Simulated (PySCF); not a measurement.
A GIAO shielding run with PySCF 2.14 (density fitting, non-relativistic, gas phase) on `InChI=1S/C4H7NSi/c1-4-6(3)5-2/h1,6H,2H2,3H3/t6-/m1/s1`:

```
$ OMP_NUM_THREADS=1 python probes_run.py task.json out

{"job": {"kind": "nmr", "xc": "LDA", "basis": "pcSseg-1", "pop": false}, "charge": 0, "multiplicity": 1}
C     -0.821180     2.895722     0.121167
C     -0.492443     1.727787     0.217422
Si    -0.015126    -0.038840     0.378602
C     -1.532523    -1.120681     0.324136
N      1.004803    -0.434291    -0.999636
C      2.209867    -0.796611    -0.909633
H     -1.109558     3.928163     0.032983
H      0.732993    -0.207158     1.669145
H     -2.025361    -1.023595    -0.654858
H     -1.260616    -2.176810     0.474622
H     -2.248045    -0.829749     1.107769
H      2.770956    -0.892861     0.046415
H      2.790013    -1.047304    -1.818138
```

Hardware: 1 thread of an Arm Neoverse V2, shared host.

(1) How large is the calculation?

(2) How long does it take, and how much memory does it need?

(3) And these other runs on the same molecule and hardware: GIAO shielding at B3LYP/pcSseg-1; GIAO shielding at B97-D/pcSseg-1; GIAO shielding at BLYP/pcSseg-1; GIAO shielding at BP86/pcSseg-1; GIAO shielding at HF/pcSseg-1; GIAO shielding at KT2/pcSseg-1?

Answers

(1) 52 electrons, 144 basis functions and 763 auxiliary functions.

(2) 13 s of wall time, with 15 SCF cycles; peak memory 0.72 GiB. Times on a shared host scatter by some tens of per cent.

(3) B3LYP/pcSseg-1: 144 functions, 11 s; B97-D/pcSseg-1: 144 functions, 17 s; BLYP/pcSseg-1: 144 functions, 16 s; BP86/pcSseg-1: 144 functions, 16 s; HF/pcSseg-1: 144 functions, 4.8 s; KT2/pcSseg-1: 144 functions, 17 s.
